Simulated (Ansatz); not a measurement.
```yaml
crystal:
  periodic: [false, false, false]
  atoms:
    - {symbol: W, position_ang: [0.937800, 1.148740, 1.691202]}
    - {symbol: W, position_ang: [-0.444900, -0.885970, 1.721811]}
    - {symbol: W, position_ang: [-1.247602, 1.466000, 0.641860]}
    - {symbol: W, position_ang: [1.124515, 1.530783, -0.565897]}
    - {symbol: Si, position_ang: [-1.888477, -0.718326, 0.100114]}
    - {symbol: Si, position_ang: [1.809444, -0.720286, 0.433344]}
    - {symbol: Si, position_ang: [-0.941657, 0.742877, -1.692641]}
    - {symbol: Si, position_ang: [0.996497, -0.594529, -2.050853]}
    - {symbol: Si, position_ang: [-0.077193, -2.323271, -0.262426]}
basis:
  gaussian: {orbitals: def2-mTZVP}
hamiltonian: {xc: {name: SVWN5}}
scf: {omitted_lower_state_checks: [starts]}
```

```sh
$ ansatz run in.yaml --threads 4 --pin off --events-out ev --progress --plain --max-ram 6963MiB
```

Shortened log:

```
Functional definition: SVWN5
  name "SVWN5"
  cite "Dirac, Proc. Camb. Phil. Soc. 26, 376 (1930) doi:10.1017/S0305004100016108"
  cite "Slater, Phys. Rev. 81, 385 (1951) doi:10.1103/PhysRev.81.385"
  cite "Vosko, Wilk & Nusair, Can. J. Phys. 58, 1200 (1980) doi:10.1139/p80-159"
  exchange = slater_x
  correlation = vwn5_c
these checks for a lower state are left out or cut short: starts
2438 factors; their error is unknown
mean field evaluation 1: about -46497.3414 eV, gradient 9.8e1 eV
mean field evaluation 2: about -45751.3456 eV, gradient 4.6e2 eV
mean field evaluation 4: about -46416.9263 eV, gradient 2.0e2 eV
mean field evaluation 8: about -46524.6852 eV, gradient 2.2e-1 eV
mean field -46524.68572768 eV, -1709.7506649276 hartree, gradient 1.4e-5 eV, S^2 0.000000; 0 other end points of the search recorded, 0 dependent functions left out
reference -46524.68577127 eV, -1709.7506665296 hartree; 63, 63 occupied and 191, 191 virtual orbitals, 2438 factors
Total energy: -46524.68577127 eV, -1709.7506665296 hartree
Checks for a lower state left out: starts
```

Run time 11 s (4 threads of Intel Xeon on a shared host).

In the def2 sets W takes a core potential; there is no spin–orbit coupling. The restricted singlet is unstable towards broken spin symmetry in Hartree–Fock (as tested in another run); at RKS SVWN5/def2-mTZVP this wasn't settled.
